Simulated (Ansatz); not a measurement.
Input file for Ansatz (an electronic-structure program): R-CCSD(T)/def2-TZVPPD on AsH3 (SMILES [AsH3]) with ghost functions, monomers drawn apart or pushed together. Files ending in .json are basis or fitting sets from the Basis Set Exchange. The run froze 14 orbitals, filled d shells among them.

Ansatz 0.2 input:
```yaml
crystal:
  periodic: [false, false, false]
  atoms:
    - {symbol: As, position_ang: [0.36607133, 0.64630131, 6.04609456]}
    - {symbol: H, position_ang: [0.46489153, 0.77259651, 7.56467772]}
    - {symbol: H, position_ang: [-1.14369145, 0.84654390, 6.06245831]}
    - {symbol: H, position_ang: [0.62372131, 2.13338022, 5.84069272]}
basis:
  gaussian:
    orbitals: def2-TZVPPD.json
    ghost_atoms:
      - {symbol: P, position_ang: [-0.02368630, 0.12211135, -0.47461598]}
      - {symbol: H, position_ang: [1.38807192, -0.00196129, -0.46009729]}
      - {symbol: H, position_ang: [-0.23775009, -1.26422134, -0.27260405]}
      - {symbol: H, position_ang: [-0.11148580, 0.02546532, -1.88833417]}
magnetization: {spin_polarized: false}
correlation: {method: ccsd_t, electrons: outside_noble_gas}
scf: {lower_state_search: off}
```

The log:

```
Functional definition: HF
[...]
these checks for a lower state are left out or cut short: stability, starts, cluster_reference, orbital_swaps, neighbouring_geometries, increment
integrals: 0.80 GiB planned
1142 factors; integrals over basis functions are off by at most 1.1e-3 eV
mean field: 0.51 GiB planned
mean field evaluation 1: about -60842.2725 eV, gradient 8.7e0 eV
mean field evaluation 2: about -60842.3167 eV, gradient 8.8e0 eV
mean field evaluation 4: about -60842.7984 eV, gradient 7.1e-1 eV
mean field evaluation 8: about -60842.8022 eV, gradient 6.4e-2 eV
mean field -60842.80223059 eV, -2235.9317412417 hartree, gradient 2.8e-6 eV, S^2 0.000000; 0 other end points of the search recorded, 0 dependent functions left out
14 core orbitals not correlated
reference -60842.80223059 eV, -2235.9317412417 hartree; 4, 4 occupied and 186, 186 virtual orbitals, 1142 factors
second order -4.30386830 eV of doubles, -0.00000000 eV of singles
coupled cluster: 2.01 GiB planned
cycle   1  -4.82969737 eV  change   -5.3e-1 eV  update   5.7e-2
cycle   2  -5.02812861 eV  change   -2.0e-1 eV  update   2.0e-2
cycle   3  -5.03948360 eV  change   -1.1e-2 eV  update   5.6e-3
cycle   4  -5.03802682 eV  change    1.5e-3 eV  update   1.9e-3
cycle   5  -5.03751092 eV  change    5.2e-4 eV  update   5.1e-4
cycle   6  -5.03751175 eV  change   -8.3e-7 eV  update   1.4e-4
cycle   7  -5.03754188 eV  change   -3.0e-5 eV  update   4.8e-5
cycle   8  -5.03754263 eV  change   -7.5e-7 eV  update   1.5e-5
cycle   9  -5.03754034 eV  change    2.3e-6 eV  update   4.3e-6
perturbative correction -0.16181686 eV, -0.0059466600 hartree
Total energy: -60848.00158779 eV, -2236.1228140946 hartree
Checks for a lower state left out: stability, starts, cluster_reference, orbital_swaps, neighbouring_geometries, increment
```

The run converged.

Cost: roughly 20 core-seconds.
